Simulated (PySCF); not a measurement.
Rows and methods have been separated. Pair them.

C2H4F2OSi.
SMILES: `O=C[SiH2]C(F)F`

The closed-shell ground state was solved 7 times with PySCF (density fitting, gas phase), always in the pcSseg-2 basis (279 functions), with these functionals: B3LYP, B97-D, BHandHLYP, HF, LC-wPBE, PBE0 and wB97X-D. Isolated species at its PBE0-D3(BJ)/def2-SVP geometry (one conformer only).

| row | total energy (Eh) | HOMO (eV) | LUMO (eV) | dipole (D) |
| --- | --- | --- | --- | --- |
| P | -642.6561 | -7.34 | -1.94 | 2.69 |
| Q | -642.9369 | -5.89 | -2.97 | 2.52 |
| R | -642.8500 | -10.02 | 0.53 | 2.84 |
| S | -640.8488 | -11.04 | 1.98 | 3.25 |
| T | -643.0331 | -9.21 | -0.04 | 2.77 |
| U | -643.1727 | -7.14 | -2.20 | 2.73 |
| V | -642.9808 | -8.80 | -0.73 | 2.98 |

Problem. Which functional belongs to which row?

Solution. P = PBE0, Q = B97-D, R = LC-wPBE, S = HF, T = wB97X-D, U = B3LYP, V = BHandHLYP. By rising HOMO–LUMO gap: B97-D (GGA) 2.92 eV; B3LYP (global hybrid, 20 % exact exchange) 4.94 eV; PBE0 (global hybrid, 25 % exact exchange) 5.40 eV; BHandHLYP (global hybrid, 50 % exact exchange) 8.07 eV; wB97X-D (range-separated hybrid) 9.17 eV; LC-wPBE (range-separated hybrid) 10.55 eV; HF (all exact exchange) 13.02 eV. Total energies of different functionals aren't bounds to one another; each is stationary for its own functional.

Shape of the structure used: `[O:1]=[CH:2][SiH2:3][CH:4]([F:5])[F:6]`: O1–C2–Si3–C4 -138°, C2–Si3–C4–F5 59°.

Note: B97-D and wB97X-D ran without an empirical dispersion term, which enters the total energy and its gradient alone.
